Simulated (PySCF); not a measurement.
A small calculation by hand: chemical shift, span and skew from a shielding tensor

CH4AlFOSe, SMILES [O](C)[Al]([F])[SeH]. Atoms are numbered in the order given.

```xyz
9

Al    -0.4213     0.5210     0.0000
F     -2.0589     0.8081     0.0000
O      0.6923     1.7713     0.0000
C      0.8374     3.1525     0.0000
H      1.4018     3.4813     0.8897
H     -0.1316     3.6831     0.0000
H      1.4018     3.4813    -0.8897
Se     0.3472    -1.6362     0.0000
H     -1.0331    -2.1483     0.0000
```
Charge 0, spin multiplicity 1.

Geometry optimised at PBE0-D3(BJ)/def2-SVP. Other conformers were not sampled.

GIAO shieldings from PySCF with PBE/pcSseg-1, non-relativistic, no solvent. The symmetric part of the tensor of C4 has the principal values 91.7, 97.7, 180.7 ppm. The same nucleus in TMS has σ = 182.0 ppm at this level (PySCF, at its B3LYP-D3(BJ)/def2-TZVP geometry).

### Question
Work out the isotropic shielding, the ¹³C shift against TMS, the span and the skew.

### Answer

σ(iso) = (σ11 + σ22 + σ33)/3 = 123.4 ppm. δ = σ(ref) − σ(iso) = 182.0 − (123.4) = 58.6 ppm.
Span Ω = σ33 − σ11 = 89.0 ppm. Skew κ = 3(σ(iso) − σ22)/Ω = 0.87. Tumbling in solution averages the tensor to δ; in a static solid the shielding alone would spread this spin-1/2 line over Ω.
